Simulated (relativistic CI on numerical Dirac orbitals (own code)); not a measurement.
# Ligand-field terms of d3

Computed with a parametric ligand-field model of a d^n configuration (Racah B and C, spin-orbit zeta, crystal field), exact diagonalisation.

Field parameters in Wybourne normalisation: Oh B⁴₀ = 21Dq, B⁴₄ = √(5/14) B⁴₀; Td as Oh with Dq negative (B⁴₀ = 21Dq, B⁴₄ = √(5/14) B⁴₀). The field is a parameter set, without covalency.

Task: Lowest levels for B = 950, C = 3420, ζ = 610 cm⁻¹, Td, 10Dq = -9950 cm⁻¹?

Result: Γ8 0 (S 1.49), Γ7 136 (S 1.50), Γ8 807 (S 1.50), Γ6 1263 (S 1.50), Γ8 7609 (S 0.53), Γ7 9020 (S 1.49), Γ8 9069 (S 1.49), Γ6 9433 (S 1.50), Γ8 9511 (S 1.49) cm⁻¹, with S from ⟨S²⟩ = S(S + 1). The ground level has 1.92 electrons in the cubic e pair.

Task: Lowest levels for B = 640, C = 3150, ζ = 2350 cm⁻¹, Oh, 10Dq = 23750 cm⁻¹?

Result: Γ8 0 (S 1.48), Γ8 13572 (S 0.61), Γ8 14362 (S 0.53), Γ6 15195 (S 0.55), Γ7 22144 (S 1.07), Γ8 22327 (S 1.03), Γ7 24200 (S 1.16), Γ8 24685 (S 1.41), Γ6 25132 (S 1.47) cm⁻¹, with S from ⟨S²⟩ = S(S + 1). The ground level has 0.02 electrons in the cubic e pair.

Task: Lowest levels for B = 580, C = 2070, ζ = 710 cm⁻¹, Td, 10Dq = -9350 cm⁻¹?

Result: Γ8 0 (S 1.36), Γ7 506 (S 1.50), Γ8 1202 (S 1.48), Γ6 1744 (S 1.50), Γ8 2376 (S 0.76), Γ8 8694 (S 1.32), Γ7 8825 (S 1.35), Γ6 9184 (S 1.18), Γ8 9488 (S 1.35) cm⁻¹, with S from ⟨S²⟩ = S(S + 1). The ground level has 2.12 electrons in the cubic e pair; its S is far from a half-integer, so spin-orbit coupling mixes spin states.

Task: Lowest levels for B = 510, C = 2400, ζ = 1850 cm⁻¹, Oh, 10Dq = 25950 cm⁻¹?

Result: Γ8 0 (S 1.49), Γ8 10853 (S 0.54), Γ8 11327 (S 0.51), Γ6 11896 (S 0.52), Γ7 18447 (S 0.55), Γ8 18656 (S 0.56), Γ7 25593 (S 1.48), Γ8 26069 (S 1.47), Γ8 26551 (S 1.48) cm⁻¹, with S from ⟨S²⟩ = S(S + 1). The ground level has 0.01 electrons in the cubic e pair.

Task: Lowest levels for B = 620, C = 2250, ζ = 280 cm⁻¹, Oh, 10Dq = 32600 cm⁻¹?

Result: Γ8 0 (S 1.50), Γ8 11643 (S 0.50), Γ8 12064 (S 0.50), Γ6 12115 (S 0.50), Γ8 18723 (S 0.50), Γ7 18819 (S 0.50), Γ7 32490 (S 1.50), Γ8 32560 (S 1.50), Γ8 32673 (S 1.50) cm⁻¹, with S from ⟨S²⟩ = S(S + 1). The ground level has 0.00 electrons in the cubic e pair.
